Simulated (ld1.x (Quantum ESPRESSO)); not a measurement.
Reading a pseudo-wave (zirconium (Zr))

Columns: radius, all-electron u(r) and pseudo u(r) of the 5s shell (level -4.48 eV) of zirconium in the configuration [Kr] 4d2 5s2 5p0; PW91, scalar-relativistic, PAW scheme, ld1.x (Quantum ESPRESSO) 7.5.

```
r (bohr)  all-electron  pseudo
   0.217        0.0523  0.0504
   0.435        0.1155  0.1014
   0.652       -0.1351  0.1526
   0.870       -0.2681  0.2045
   1.088       -0.2387  0.2567
   1.305       -0.1150  0.3084
   1.522        0.0403  0.3591
   1.740        0.1910  0.4080
   1.957        0.3185  0.4534
   2.175        0.4188  0.4942
   2.392        0.4917  0.5288
   2.610        0.5411  0.5560
   2.827        0.5703  0.5746
   3.045        0.5832  0.5837
   3.262        0.5829  0.5829
   3.480        0.5723  0.5723
   3.697        0.5539  0.5539
   3.915        0.5296  0.5296
   4.132        0.5015  0.5015
   4.350        0.4708  0.4708
   4.567        0.4388  0.4388
   4.785        0.4064  0.4064
   5.002        0.3745  0.3745
   5.220        0.3435  0.3435
   5.437        0.3141  0.3141
   5.655        0.2863  0.2863
```

Problem. How many radial nodes do the two functions have?

Solution. The all-electron 5s function has n − l − 1 = 4 (the table is too coarse to show those close to the nucleus); the pseudo-wave has 0, since the states of the same l below it are removed with the core.

Problem. At about which radius was the pseudo-wave matched?

Solution. 3.30 bohr. The columns agree to 0.0005 from 3.04 bohr on; several derivatives are matched, so the curves merge somewhat inside the radius.

Problem. Is the pseudo-wave norm-conserving?

Solution. No, it belongs to a PAW set: the norm inside the radius is not constrained, and the difference is carried by the augmentation charge.
